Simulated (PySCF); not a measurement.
**Peak assignment**

Bonds (- single, = double, # triple, : aromatic): C1-C2, C2=N3, N3-N4, N4-Si5, N4-C6, C6-C7, C7-Si8, C7-C2. C1 carries H9, H10, H11; Si5 carries H12, H13, H14; C6 carries H15, H16; C7 carries H17; Si8 carries H18, H19, H20. Stereochemistry as in CC1=NN([SiH3])C[C@@H]1[SiH3]. H15 is cis to Si8 on the ring; H16 is trans to Si8 on the ring.

Isolated molecule, one computed conformer, rapidly exchanging positions averaged, non-relativistic Hamiltonian. σ from GIAO-PBE0/pcSseg-1; geometry: GFN2-xTB; PySCF 2.14.

References, each an isolated molecule treated in the same way: TMS for $^{13}$C (σ = 186.93 ppm), $^{1}$H (σ = 31.72 ppm).

Q: Assign these signals to the numbered atoms. $^{13}$C{$^{1}$H} NMR (computed): δ 146.5 (C), 55.4 (CH2), 34.6 (CH), 17.7 (CH3).

A: 
| δ (ppm) | atoms | environment | reason |
| --- | --- | --- | --- |
| 146.5 | C2 | C=N carbon | – |
| 55.4 | C6 | sp3 CH2 bonded to N | the inductive effect lowers its shielding |
| 34.6 | C7 | sp3 CH bonded to Si | – |
| 17.7 | C1 | methyl carbon | a saturated carbon with 1 carbon neighbour and no heteroatom attached |

Q: Assign these signals to the numbered atoms. $^{1}$H NMR (400 MHz, computed): δ 4.82 (s, 3H), 3.92 (m, 1H), 3.91 (d, 3H), 3.52 (m, 1H), 2.56 (m, 1H), 2.01 (s, 3H).

A: 
```tsv
δ (ppm)	atoms	environment	reason
4.82	H12/H13/H14	hydrogen on a silicon bonded to N	–
3.92	H16	hydrogen on an sp3 CH2 bonded to N	its carbon carries N, hence the downfield position
3.91	H18/H19/H20	hydrogen on a silicon bonded to C	–
3.52	H15	hydrogen on an sp3 CH2 bonded to N	its carbon carries N, hence the downfield position
2.56	H17	hydrogen on an sp3 CH bonded to Si	–
2.01	H9/H10/H11	hydrogen on a methyl carbon	–
```

H16 and H18/H19/H20 lie closer than the usual error of such a calculation, so a measured spectrum could show them in the other order.

Shifts are as computed. Against solution values, carbons near 30 ppm lie about +3 ppm off and those near 130 ppm about +5 ppm. Of 1211 compounds with measured shifts, 218 miss one by over three times the rms of a fit or turn the order of signals round; such compounds aren't used in these exercises. No couplings were computed; multiplicities are counted from neighbouring protons, with m where these are inequivalent, close in shift, in a saturated or five-membered ring or joined by F or P, and br s for small geminal =CH2 splittings.
